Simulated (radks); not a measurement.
Values are calculated unless marked as measured or tabulated.
Neutral nickel inside a hard spherical wall (all orbitals vanish at R), configuration held at [Ar] 3d8 4s2 and not refilled when levels cross. Code: a radial shooting solver on a logarithmic mesh with Libxc functionals. Model: scalar-relativistic Kohn-Sham, PBE, spin-polarised, spherical densities, finite nucleus; open shells are filled with parallel spins first; Fermi nuclear charge, rms radius 3.7757 fm. Eigenvalues in eV for spin up, with the zero of energy where the potential of the charges vanishes at infinity; a dash marks a level that is unbound or too diffuse for the functional's potential to be trusted. A positive occupied level is held by the wall or, in an anion where self-interaction has pushed it up, behind a barrier. The pressure on the wall is -dE/dV.

R (bohr)	E (hartree)	kinetic (hartree)	e(3s)	e(3p)	e(3d)	e(4s)	e(4p, empty)	e(5s, empty)	pressure (GPa)
free	-1520.56757	1541.676	-112.07	-72.376	-9.767	-5.810	-1.277	-	0
15	-1520.56757	1541.676	-112.07	-72.376	-9.767	-5.810	-1.273	0.270	< 0.0001
12	-1520.56756	1541.677	-112.06	-72.374	-9.765	-5.809	-1.251	0.708	0.000298
8	-1520.56547	1541.694	-111.93	-72.240	-9.633	-5.692	-0.874	3.560	0.0931
7	-1520.56056	1541.728	-111.72	-72.030	-9.427	-5.497	-0.448	5.826	0.402
6	-1520.54430	1541.819	-111.23	-71.535	-8.946	-5.001	0.468	10.020	1.82
4	-1520.28627	1542.889	-107.30	-67.640	-5.208	-0.026	7.795	37.291	54.9
3	-1519.38877	1546.017	-99.736	-60.212	2.105	12.698	24.001	88.575	480
1.5	-1496.55486	1615.823	-29.748	11.727	81.897	221.88	245.09	624.04	68000
